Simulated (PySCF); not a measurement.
C2H6F2Si, SMILES C[C@@H](F)[SiH2]F. Heavy atoms are numbered as in [CH3:1][C@@H:2]([F:3])[SiH2:4][F:5]. Hydrogens are named by the atom that carries them.

Geometry: PBE0-D3(BJ)/def2-SVP. The structure was generated by enumeration; whether it is a known compound was not checked. Other conformers were not sampled.

Level of theory: PBE/pcSseg-1 (PySCF).

GIAO shieldings, no solvent; atoms alike by connectivity are averaged. δ = σ(ref) − σ: ¹³C against TMS (σ = 182.0 ppm); ¹⁹F against CFCl3 (σ = 133.6 ppm); ²⁹Si against TMS (σ = 335.4 ppm); ¹H against TMS (σ = 31.49 ppm), references at their B3LYP-D3(BJ)/def2-TZVP geometries, non-relativistic.

Computed chemical shifts:
```
nucleus       atoms  count  δ (ppm)
-------  ----------  -----  -------
¹³C         C2 (CH)      1     90.8
¹³C        C1 (CH3)      1     17.3
¹⁹F              F5      1   -251.0
¹⁹F              F3      1   -267.6
²⁹Si     Si4 (SiH2)      1      5.6
¹H         H on Si4      2     5.45
¹H          H on C2      1     5.22
¹H          H on C1      3     1.57
```
